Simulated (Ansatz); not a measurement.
B₃F₃, relaxed as a singlet with RKS PBE0-D4/def2-SVP in Ansatz, starting from the GFN1-xTB geometry. Force threshold 0.02 eV/Å.

The restricted singlet is unstable towards broken spin symmetry in Hartree–Fock (as tested in another run); at PBE0-D4/def2-SVP this wasn't settled. The structure comes from a short search, and lower isomers may exist.

Start:

```xyz
6

B    -0.691   -0.415   -0.493
B     0.674   -0.221    0.633
B     0.348    0.775   -0.547
F    -1.818   -0.780    0.102
F     1.151    1.118   -1.584
F     0.335   -0.477    1.890
```

Q: Estimate the energy that the relaxation releases and the steps that it takes.

A: 12.6 kcal/mol, in 10 steps; 7 s on 4 threads of Arm Neoverse V1 on a shared host. No frequencies were taken in this run, so the end may be a saddle point.

Q: Does the start keep its bonding and symmetry?

A: Bonds lost: B1–B2 (atoms count from 1). The end is the same structure that another start reached. Point group Cs at the start, C2v at the end, both within 0.05 Å.

Q: Predict the relaxed structure.

A: 
Cartesian coordinates in Å:
```
B -0.931 -0.238 -0.509
B 0.693 -0.009 0.838
B 0.455 0.474 -0.630
F -1.980 -0.886 -0.150
F 1.131 1.178 -1.564
F 0.632 -0.518 2.015
```
Bond lengths: 3 × B–F 1.28 to 1.35 Å; 2 × B–B 1.56 Å.
